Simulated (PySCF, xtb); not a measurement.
Te(H)(SH) (H₂STe), SMILES [TeH]S.

GFN2-xTB run with xtb at its own geometry gives an orbital gap of 3.62 eV and a dipole moment of 2.12 D.

Geometry: PBE-D3(BJ)/def2-TZVP. The def2 effective core potentials stand for the cores of Te; spin–orbit coupling is left out.

What does r2SCAN/def2-TZVPD in PySCF give? (The exact figures need the calculation; the answer reports its results.)

gap 3.30 eV (levels -5.89 and -2.59 eV), dipole 1.02 D.
